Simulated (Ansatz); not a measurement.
```yaml
crystal:
  periodic: [false, false, false]
  atoms:
    - {symbol: N, position_ang: [-1.653975, 0.914240, -0.255556]}
    - {symbol: Hf, position_ang: [0.294963, 0.437315, 0.097373]}
    - {symbol: N, position_ang: [0.328974, -0.853139, 1.673440]}
    - {symbol: N, position_ang: [0.977287, -0.576552, -1.532647]}
    - {symbol: F, position_ang: [1.356442, 2.010727, 0.447671]}
    - {symbol: H, position_ang: [-2.452384, 0.463169, 0.166961]}
    - {symbol: H, position_ang: [-1.978045, 1.698624, -0.804575]}
    - {symbol: H, position_ang: [0.495425, -1.847111, 1.612060]}
    - {symbol: H, position_ang: [0.277789, -0.592904, 2.648806]}
    - {symbol: H, position_ang: [1.948495, -0.737522, -1.761843]}
    - {symbol: H, position_ang: [0.405018, -0.916839, -2.291700]}
basis:
  gaussian: {orbitals: def2-SVP}
total_charge: -3
magnetization: {spin_polarized: true, initial_magnetization: 1}
hamiltonian: {xc: {name: r2SCAN50}}
output: {forces: true}
```

```sh
$ ansatz run in.yaml --threads 4 --pin off --events-out ev --progress --plain --max-ram 10444MiB
```

It prints (some lines left out):

```
Functional definition: r2SCAN50
1191 factors; integrals over basis functions are off by at most 1.3e-3 eV
mean field evaluation 1: about -8562.6758 eV, gradient 3.3e1 eV
mean field evaluation 2: about -8561.3573 eV, gradient 4.0e1 eV
mean field evaluation 4: about -8567.7249 eV, gradient 2.4e0 eV
mean field evaluation 8: about -8567.9797 eV, gradient 4.5e-1 eV
mean field evaluation 16: about -8568.3456 eV, gradient 3.8e-1 eV
mean field evaluation 32: about -8568.3552 eV, gradient 3.0e-5 eV
mean field -8568.35519226 eV, -314.8812454758 hartree, gradient 1.6e-6 eV, S^2 1.667884; 16 other end points of the search recorded, 0 dependent functions left out
reference -8568.35520914 eV, -314.8812460960 hartree; 26, 25 occupied and 92, 93 virtual orbitals, 1191 factors
Total energy: -8568.35520914 eV, -314.8812460960 hartree
Atom 0 at    -1.653975     0.914240    -0.255556 Å, force    -0.546056     0.004195    -0.332466 eV/Å
Atom 1 at     0.294963     0.437315     0.097373 Å, force    -0.341573    -0.161134     0.184301 eV/Å
Atom 2 at     0.328974    -0.853139     1.673440 Å, force    -0.201058    -0.350767     0.348410 eV/Å
Atom 3 at     0.977287    -0.576552    -1.532647 Å, force     0.215120    -0.477729    -0.434363 eV/Å
Atom 4 at     1.356442     2.010727     0.447671 Å, force     0.479176     0.656956     0.129369 eV/Å
Atom 5 at    -2.452384     0.463169     0.166961 Å, force     0.192905    -0.086625     0.280501 eV/Å
Atom 6 at    -1.978045     1.698624    -0.804575 Å, force     0.406292    -0.162507     0.036796 eV/Å
Atom 7 at     0.495425    -1.847111     1.612060 Å, force     0.206549     0.031466    -0.306509 eV/Å
Atom 8 at     0.277789    -0.592904     2.648806 Å, force    -0.079528     0.256365    -0.271976 eV/Å
Atom 9 at     1.948495    -0.737522    -1.761843 Å, force    -0.130299     0.062157     0.352256 eV/Å
Atom 10 at     0.405018    -0.916839    -2.291700 Å, force    -0.201528     0.227624     0.013681 eV/Å
Dipole moment:    -0.155362    -0.262805    -0.166647 e Å
```

(1) What is wrong with this run?

## Answers

(1) The charge is far from anything that the molecule holds. Self-consistency was reached. The result belongs to that input, not to the molecule as meant.
